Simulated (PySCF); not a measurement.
Species: C₂H₇BO₃Si.
SMILES: `OB(O)/C=C/O[SiH3]`

Computed with PySCF at B3LYP/def2-SVPD, non-relativistic, on one gas-phase PBE0-D3(BJ)/def2-SVP geometry that isn't relaxed in the solvent. The solvent is an IEF-PCM continuum (van der Waals radii × 1.2), and excitations are vertical TDDFT with non-equilibrium linear response and a frozen core. Specific hydrogen bonds and non-electrostatic terms are outside this model.

Gas-phase singlets (H = HOMO, L = LUMO):

```csv
state,E (eV),λ (nm),f,leading configurations
S1,5.623,220,0.001,H→L+1 98%
S2,5.935,209,0.024,H→L+2 95%
S3,5.960,208,0.478,H→L 91%
S4,6.525,190,0.009,H→L+3 98%
S5,6.685,185,0.010,H→L+4 93%
```

Task: What are the lowest 5 singlets in cyclohexane (ε = 2.017)?

Result: 
```csv
state,E (eV),λ (nm),f,leading configurations,change by rank (eV)
S1,5.701,217,0.003,H→L+1 98%,+0.078
S2,5.831,213,0.582,H→L 96%,-0.104
S3,6.013,206,0.007,H→L+2 98%,+0.053
S4,6.624,187,0.013,H→L+3 99%,+0.099
S5,6.771,183,0.010,H→L+4 95%,+0.086
```

Task: The ground-state energy changes by -0.121 eV from gas to cyclohexane. By how much does the total energy of gas-phase S1 change?

Result: E(S1) = E(S0) + excitation energy, so it changes by -0.121 + 0.078 = -0.043 eV: it is lowered less than the ground state, which is what a blue shift means. This is the vertical state, with the slow part of the continuum still set for S0.

Task: How do the frontier levels move from gas to cyclohexane?

Result: 
| orbital | gas (eV) | solvent (eV) | change (eV) |
| --- | --- | --- | --- |
| LUMO+2 | -0.08 | 0.01 | +0.09 |
| LUMO+1 | -0.29 | -0.20 | +0.09 |
| LUMO | -0.65 | -0.64 | +0.01 |
| HOMO | -6.80 | -6.79 | +0.01 |
| HOMO-1 | -8.93 | -8.95 | -0.02 |
| HOMO-2 | -9.09 | -9.06 | +0.03 |
| HOMO-3 | -9.42 | -9.41 | +0.01 |

The HOMO–LUMO gap goes from 6.15 to 6.16 eV.

The run took 31 s on one thread, Arm Neoverse V2 (aarch64), no GPU, on a shared host, and the process peaked at 0.92 GiB of memory. This is the whole response run at B3LYP/def2-SVPD in cyclohexane, SCF included.

Conformer computed: `[OH:1][B:2]([OH:3])/[CH:4]=[CH:5]/[O:6][SiH3:7]`: O1–B2–C4–C5 180°, C4–C5–O6–Si7 173°, H–O1–B2–O3 180°, H–O3–B2–O1 0°.
